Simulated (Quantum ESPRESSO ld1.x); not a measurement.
Ho4+, configuration [Xe] 4f9. All-electron calculation, Dirac Kohn-Sham, PW91, spin-unpolarised, spherical densities, point nucleus; open shells fill j = l - 1/2 first. Program: ld1.x of Quantum ESPRESSO 7.5. Some entries of the table are withheld. Estimate them.

| orbital | occ. | eigenvalue (eV) | <r> (bohr) | r(max) (bohr) |
|---|---|---|---|---|
| 1s1/2 | 2 | -55495.358 | 0.02073 | 0.013 |
| 2s1/2 | 2 | -9322.846 | 0.08753 | 0.074 |
| 2p1/2 | 2 | (1) | 0.07290 | 0.057 |
| 2p3/2 | 4 | (2) | 0.08007 | 0.062 |
| 3s1/2 | 2 | (3) | 0.2294 | (4) |
| 3p1/2 | 2 | -1930.277 | 0.2191 | 0.199 |
| 3p3/2 | 4 | -1751.303 | 0.2327 | 0.212 |
| 3d3/2 | 4 | -1415.963 | 0.2054 | (5) |
| 3d5/2 | 6 | -1376.878 | 0.2096 | (6) |
| 4s1/2 | 2 | -464.052 | 0.5176 | (7) |
| 4p1/2 | 2 | -386.303 | 0.5270 | (8) |
| 4p3/2 | 4 | -345.845 | 0.5575 | (9) |
| 4d3/2 | 4 | -217.747 | 0.5858 | 0.516 |
| 4d5/2 | 6 | -210.352 | 0.5965 | 0.525 |
| 5s1/2 | 2 | -97.168 | 1.225 | 1.11 |
| 5p1/2 | 2 | -74.721 | 1.346 | 1.20 |
| 5p3/2 | 4 | -68.674 | 1.429 | 1.28 |
| 4f5/2 | 6 | -56.149 | 0.7401 | 0.512 |
| 4f7/2 | 3 | -55.032 | 0.7495 | 0.516 |

Answer. 
(1) 2p1/2 eigenvalue (eV): -8875.438
(2) 2p3/2 eigenvalue (eV): -8018.302
(3) 3s1/2 eigenvalue (eV): -2125.914
(4) 3s1/2 r(max) (bohr): 0.211
(5) 3d3/2 r(max) (bohr): 0.167
(6) 3d5/2 r(max) (bohr): 0.171
(7) 4s1/2 r(max) (bohr): 0.484
(8) 4p1/2 r(max) (bohr): 0.484
(9) 4p3/2 r(max) (bohr): 0.512
